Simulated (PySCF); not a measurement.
**Computed properties of SiHF2Br, SMILES F[SiH](F)Br**

SiHF2Br, SMILES F[SiH](F)Br. The structure is a stationary point at ωB97X-D3(BJ)/def2-SVP. The values are those of a single conformer. All values are computed for the isolated molecule unless a solvent is named; none is compared with measurement here.

**Structure.** The optimised structure has Cs symmetry. All 9 harmonic modes at ωB97X-D3(BJ)/def2-SVP (PySCF) are real, so it is a minimum. With heavy atoms numbered as in [SiH:1]([F:2])([F:3])[Br:4], the shortest bond between them is Si1–F2 at 1.608 Å and the longest Si1–Br4 at 2.181 Å.

**Vibrations.** The strongest infrared lines (harmonic, unscaled, degenerate partners summed) lie at 900 cm⁻¹ (241 km/mol, F 56 %, Si 38 %), 995 cm⁻¹ (195 km/mol, Si 50 %, F 45 %), 829 cm⁻¹ (140 km/mol, H 84 %, F 11 %). The softest mode is at 199 cm⁻¹ and the zero-point energy is 10.3 kcal/mol.

**Electronic structure.** r2SCAN/def2-TZVPD (PySCF) places the frontier levels at -8.35 and -0.50 eV, a gap of 7.85 eV, and gives a dipole moment of 1.27 D and a mean polarisability of 45.8 bohr³.

**Excitations.** TDA-B3LYP/def2-SVPD (PySCF) has S1 at 7.51 eV (165 nm, f = 0.044, weak); the most intense of the 10 singlets computed lies at 8.67 eV (f = 0.08). T1 (TDA) is at 6.95 eV, 0.56 eV under S1. No vertical singlet excitation falls in the visible range (under 3.1 eV).

**NMR.** GIAO shifts at PBE0/pcSseg-1 (PySCF) (non-relativistic, atoms alike by connectivity averaged): ¹H at 5.7 ppm against TMS; ²⁹Si at -15.3 ppm against TMS; ¹⁹F at -127.3 ppm against CFCl3. Without spin–orbit terms, shifts of atoms bonded to Cl or Br come out too high.
